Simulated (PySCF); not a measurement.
**The first ionisation energy along group 8**

All values are computed (PySCF 2.14, energy differences of UHF-based or UKS calculations, no spin-orbit coupling). Values in eV. The last column holds reference values (NIST; (s) semi-empirical, (t) theoretical, else measured). Unmarked ones compare directly (S terms, centres of terms, or small fine structure); those marked * lie between the lowest fine-structure levels and include a spin-orbit shift.

```tsv
element	configurations	UHF	MP2 (valence)	SCS-MP2 (valence)	LDA	PBE	PBE0	reference
Fe (x2c-TZVPPall with one added diffuse shell each of s, p, d, f type, spin-free X2C)	[Ar] 3d6 4s2 → [Ar] 3d6 4s1	6.436	7.514	7.695	8.163	7.860	7.658	7.904
Ru (x2c-TZVPPall with one added diffuse shell each of s, p, d, f type, spin-free X2C)	[Kr] 4d7 5s1 → [Kr] 4d7	6.297	7.147	6.886	8.027	7.750	7.460	7.365
Os (x2c-TZVPPall with one added diffuse shell each of s, p, d, f type, spin-free X2C)	[Xe] 4f14 5d6 6s2 → [Xe] 4f14 5d6 6s1	6.549	8.043	8.256	8.878	8.440	8.155	8.473
```

Task: Which of these methods has the smallest mean absolute error against the measured values here?

Result: PBE, with 0.154 eV.

```
           method  elements  mean error (eV)  mean absolute error (eV)  largest error (eV)
              UHF         3           -1.487                     1.487              -1.924
    MP2 (valence)         3           -0.346                     0.346              -0.431
SCS-MP2 (valence)         3           -0.302                     0.302              -0.479
              LDA         3            0.442                     0.442               0.662
              PBE         3            0.102                     0.154               0.385
             PBE0         3           -0.156                     0.220              -0.318
```

Errors include the incompleteness of the basis and the frozen core.

"Valence" correlates the outer s and p shells and, in groups 3 to 12 and the f block, the outer d or f shell, open or full, or the next shell where the ion has no valence electron left; the wider scheme adds the next inner shell.
